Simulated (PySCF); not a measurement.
Bonds (- single, = double, # triple, : aromatic): C1=C2, C2-C3, C3:P4, P4:C5, C5:N6, N6:N7, N7-C8, C8-C9, C8-C10, N7:C3. C1 carries H11, H12; C2 carries H13; C5 carries H14; C8 carries H15; C9 carries H16, H17, H18; C10 carries H19, H20, H21. H12 is cis to C3; H11 is trans to C3.

[PySCF 2.14: coordinates at the GFN2-xTB level; σ from GIAO-PBE0/pcSseg-1; relativity neglected; a single conformation; averaged over atoms made equivalent by symmetry, fast rotation or ring inversion; no solvent model]

Referencing at the same level of theory: $^{13}$C (σ = 186.93 ppm) and $^{1}$H (σ = 31.72 ppm) vs TMS; $^{31}$P (σ = 318.38 ppm) against H3PO4; $^{15}$N (σ = 267.73 ppm) against NH3.

```
                  atoms   nucleus  count  Hirshfeld charge  δ (ppm)
                     C5  $^{13}$C      1             -0.08    166.1
                     P4  $^{31}$P      1              0.01        ?
                 C9/C10  $^{13}$C      2             -0.12     24.9
                    H14   $^{1}$H      1              0.05        ?
                    H12   $^{1}$H      1              0.04        ?
                    H15   $^{1}$H      1              0.05        ?
                    H13   $^{1}$H      1              0.05     6.99
                     C1  $^{13}$C      1             -0.09        ?
H16/H17/H18/H19/H20/H21   $^{1}$H      6              0.04     1.55
                     C3  $^{13}$C      1             -0.02    179.5
                    H11   $^{1}$H      1              0.05     5.68
                     C8  $^{13}$C      1              0.04     53.4
                     N7  $^{15}$N      1              0.06    260.3
                     N6  $^{15}$N      1             -0.11    369.6
                     C2  $^{13}$C      1             -0.06    132.9
```

Question: Complete the table.

Answer: 
- C1: 125.3 ppm, terminal =CH2 carbon; as expected for a trigonal carbon in a double bond
- H14: 8.71 ppm, hydrogen on an aromatic CH next to a ring nitrogen; ring current plus the neighbouring ring nitrogen
- H12: 7.02 ppm, hydrogen on a terminal =CH2 carbon; olefinic region
- H15: 4.48 ppm, hydrogen on an sp3 CH bonded to N; its carbon carries N, an electronegative neighbour
- P4: 120.9 ppm, phosphorus bonded to 2 C, in a 5-membered ring

Shifts are as computed. Against solution values, carbons near 30 ppm lie about +3 ppm off and those near 130 ppm about +5 ppm. Of 1211 compounds with measured shifts, 218 miss one by over three times the rms of a fit or turn the order of signals round; such compounds aren't used in these exercises. Experimental scales use liquid or dissolved standards, which lie at an offset from isolated NH3 (liquid NH3: subtract about 20 ppm) and H3PO4. Unscaled 15N shifts of sp2 nitrogen come out 20 to 40 ppm too high even then.
